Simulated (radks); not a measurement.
The numbers below are computed, except where a source is named.
Pd0.875+, configuration [Ar] 3d10 4s2 4p5.125 4d10 (fractional occupations, a model configuration). Level of theory: scalar-relativistic Kohn-Sham, SCAN, spin-unpolarised, spherical densities, finite nucleus; meta-GGA in the generalised Kohn-Sham scheme; Fermi nuclear charge, rms radius 4.5318 fm (a radial shooting solver on a logarithmic mesh with Libxc functionals). Some entries of the table are withheld. Estimate them.

orbital,occ.,eigenvalue (hartree),<1/r> (bohr^-1),<r> (bohr)
1s,2,-890.3304,(1),0.03186
2s,2,-130.9086,10.96,(2)
2p,6,-117.2880,10.58,0.1206
3s,2,-24.18324,3.840,0.3783
3p,6,(3),3.651,0.3780
3d,10,-12.51549,3.419,0.3575
4s,2,-3.63589,(4),0.9465
4p,5.125,-2.34040,(5),(6)
4d,10,-0.51350,0.9410,1.441

Answer. 
(1) 1s <1/r> (bohr^-1): 48.23
(2) 2s <r> (bohr): 0.1382
(3) 3p eigenvalue (hartree): -19.66241
(4) 4s <1/r> (bohr^-1): 1.449
(5) 4p <1/r> (bohr^-1): 1.301
(6) 4p <r> (bohr): 1.039
